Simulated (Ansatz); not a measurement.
`C=CC(F)Cl` + `O[SiH3]` → `O[SiH2]C(F)Cl` + `C=C`  (formal exchange of groups at a C–C bond)

Calculated with Ansatz (gas phase, PBE0-D4/def2-TZVP geometries, no zero-point term in ΔE). CCSD(T)/CBS adds triple-zeta CCSD(T) − MP2 to the extrapolated MP2 energy (def2 sets, frozen cores). This one scheme is used for every species. DFT in def2-TZVPP. B3LYP here is the variant with VWN-RPA as its local correlation; programs differ in this. Each species was taken in one conformer, which may not be the lowest.

(1) Is it downhill or uphill in electronic energy at CCSD(T)/CBS, and by how much? (Estimate.)

(2) What do these levels give: PBE-D4, B3LYP-D4, r2SCAN, SCS-MP2/def2-TZVPP, MP2/def2-QZVPP, SCS-MP2/def2-QZVPP? (Best estimate.)

Largest T1 diagnostic among the species: 0.011.

Answers

(1) Ansatz gave: Downhill: ΔE = -1.9 kcal/mol.

(2) The calculation gave: PBE-D4 -2.1, B3LYP-D4 -2.1, r2SCAN -1.6, SCS-MP2/def2-TZVPP -0.6, MP2/def2-QZVPP -1.1, SCS-MP2/def2-QZVPP -1.1 kcal/mol.
